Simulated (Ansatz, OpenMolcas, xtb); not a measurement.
# Ligand exchange: CuF + C2H7N → CuNH2 + C2H5F

Species: CuF (fluorocopper), singlet; C2H7N (ethanamine) `CCN`, singlet; CuNH2 `[NH2][Cu]`, singlet; C2H5F `CCF`, singlet. The partners trade F for NH2: Cu–F and C–NH2 bonds give way to Cu–NH2 and C–F.

Shapes, held fixed at every level: PBE0-D4/def2-TZVP. Flexible molecules stand in one conformer, not always the lowest. Programs: Ansatz 0.2.0, OpenMolcas 26.06, xtb 6.7.1. A level may come from different programs for different species; with the same settings they agree closely. The zero-point and thermal change to 298 K, harmonic and unscaled (PBE0-D4/def2-TZVP), is -5.0 kJ/mol.

```json
{"level": "GFN1-xTB", "kind": "semi-empirical", "ΔH(298 K) (kJ/mol)": "+107.5"}
{"level": "HF/def2-SVP", "kind": "Hartree–Fock", "ΔH(298 K) (kJ/mol)": "+86.2"}
{"level": "HF/def2-TZVPP", "kind": "Hartree–Fock", "ΔH(298 K) (kJ/mol)": "+81.7"}
{"level": "SPW92/def2-TZVPP", "kind": "LDA", "ΔH(298 K) (kJ/mol)": "+16.9"}
{"level": "B3LYP/6-31G* (spherical functions)", "kind": "global hybrid", "ΔH(298 K) (kJ/mol)": "+21.8"}
{"level": "BHLYP-D4/def2-TZVPP", "kind": "global hybrid", "ΔH(298 K) (kJ/mol)": "+54.9"}
{"level": "wB97M-V/def2-TZVPP", "kind": "range-separated hybrid", "ΔH(298 K) (kJ/mol)": "+46.9"}
{"level": "wB97X-V/def2-TZVPP", "kind": "range-separated hybrid", "ΔH(298 K) (kJ/mol)": "+51.7"}
```

wB97X-V/def2-TZVPP gives ΔH(298 K) = +51.7 kJ/mol; the levels span +16.9 to +107.5. The median of the levels is +53.3. No measured value is set beside it here. Relativity is left out for Cu.
